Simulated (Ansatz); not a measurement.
`B[SiH2]CF` + NH₃ → `N[SiH2]CF` + BH₃ at 500 K and 1 bar (cleavage of the Si–B bond).

Calculated with Ansatz (gas phase, PBE0-D4/def2-TZVP geometries, no zero-point term in ΔE). CCSD(T)/CBS adds triple-zeta CCSD(T) − MP2 to the extrapolated MP2 energy (def2 sets, frozen cores). This one scheme is used for every species. One conformer a species, not always the lowest.

```tsv
species	CCSD(T)/CBS energy (Eh)	H − E (kJ/mol)	S (J/(mol·K))
`B[SiH2]CF`	-455.26817	217.8	399.7
NH₃	-56.50880	108.2	211.8
`N[SiH2]CF`	-485.25003	233.6	385.6
BH₃	-26.55200	86.8	208.8
```

H − E and S are ideal-gas, rigid-rotor, harmonic terms from PBE0-D4/def2-TZVP, for one conformer and one mirror image of each species. 1 Eh = 2625.50 kJ/mol, R = 8.31446 J/(mol·K).

Task: By hand: ΔE, ΔH, ΔS and ΔG.

Result: ΔE = (-485.25003) + (-26.55200) − (-455.26817) − (-56.50880) = -0.02506 Eh = -65.8 kJ/mol. Δ(H − E) = 233.6 + 86.8 − 217.8 − 108.2 = -5.6, so ΔH = -71.4 kJ/mol. ΔS = 385.6 + 208.8 − 399.7 − 211.8 = -17.1 J/(mol·K). ΔG = -71.4 − 500 × (-17.1)/1000 = -62.9 kJ/mol.

Task: By hand: the equilibrium constant, and the temperature at which ΔG would vanish if ΔH and ΔS stayed fixed.

Result: log₁₀ K = −ΔG/(RT ln 10) = 6.6. ΔG = 0 at ΔH/ΔS = 4175 K, far beyond where these terms or the molecules hold.

ΔH outweighs TΔS. A doubt of 5 kJ/mol in ΔE shifts log₁₀ K by 0.5 here. Other conformers and mirror images would add mixing entropy, several J/(mol·K) or more a flexible species. Modes under 60 cm⁻¹, often nearly free rotors, make the harmonic entropy too high. These are equilibria of isolated gas molecules and say nothing of rates. Largest T1 diagnostic: 0.012 (customary marks: 0.02 for closed shells, 0.045 for open ones).
